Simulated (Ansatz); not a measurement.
A nudged elastic band was laid between two geometries of FH + H6O2Si2 (12 atoms, charge 0, multiplicity 1).

Method: RHF/def2-SVP in Ansatz 0.2.0.

```
movable images  : 7
climbing image  : yes
spring          : 5.0 eV/Å²
optimiser       : quadratic models (default)
start path      : through a guess of the saddle point
force threshold : 0.5 eV/Å
iteration limit : 60
end points      : relaxed
```

Initial state:

```xyz
12
Properties=species:S:1:pos:R:3
Si 0.011 0.956 0.819
O 1.442 1.135 -0.009
O -0.529 -0.574 0.696
Si -1.239 -1.949 0.133
H -0.923 1.897 0.189
H 0.238 1.258 2.242
H 1.558 1.703 -1.704
F 1.561 1.941 -2.584
H 2.228 0.719 0.313
H -1.832 -2.683 1.269
H -0.219 -2.796 -0.522
H -2.297 -1.606 -0.841
```

Final state:

```xyz
12
Properties=species:S:1:pos:R:3
Si 0.006 1.254 1.168
O 0.900 0.273 -1.730
O -0.502 -0.267 0.975
Si -0.831 -1.635 0.106
H -0.705 2.199 0.297
H -0.104 1.635 2.583
H 1.677 0.589 -1.290
F 1.577 1.355 0.794
H 0.831 0.768 -2.532
H -1.636 -2.517 0.980
H 0.415 -2.336 -0.255
H -1.627 -1.315 -1.096
```

(1) Which bonds break or form, and what moves?

(2) What energy profile does the band end with?

(3) What is the geometry of the highest image?

## Answers

(1) Bonds broken: Si1–O2, H7–F8. Bonds formed: Si1–F8, O2–H7. FH + H6O2Si2 becomes FH5OSi2 + H2O.

(2) The forces met the threshold. The highest image is number 4 of 0 to 8, 138.9 kJ/mol above the first end and 177.0 kJ/mol above the last; the last end lies 38.1 kJ/mol below the first. The threshold of 0.5 eV/Å is loose, so the images may lie well off the minimum-energy path. Neighbouring images differ by up to 1.4 eV, so the band resolves the path poorly. The order of the stationary point at the top wasn't checked. The orbitals stay closed-shell, which can raise the energy where a bond breaks towards radicals; this wasn't checked here.

```tsv
image	path coordinate (Å)	energy (kJ/mol)	Si1–O2 (Å)	H7–F8 (Å)	Si1–F8 (Å)
0	0.00	0.0	1.66	0.91	3.87
1	1.23	0.4	1.66	0.91	3.94
2	2.46	1.9	1.67	0.91	3.72
3	3.69	7.9	1.67	0.91	3.11
4	4.92	138.9	1.82	1.23	2.04
5	6.23	45.5	2.74	1.77	1.65
6	7.54	-28.3	3.47	2.24	1.61
7	8.85	-36.2	3.39	2.12	1.62
8	10.16	-38.1	3.19	2.22	1.62
```

(3) 
```xyz
12
Properties=species:S:1:pos:R:3
Si 0.053 1.144 0.273
O 1.275 0.674 -0.989
O -0.578 -0.384 0.456
Si -1.150 -1.903 0.285
H -1.023 1.922 -0.326
H 0.575 1.396 1.612
H 1.647 1.695 -0.871
F 1.281 2.686 -0.248
H 1.844 -0.070 -0.842
H -2.044 -2.253 1.411
H -0.009 -2.852 0.238
H -1.872 -2.056 -0.999
```

Run time: 3.2 min on 2 threads of Arm Neoverse V1, on a shared host, peak memory 0.24 GiB.
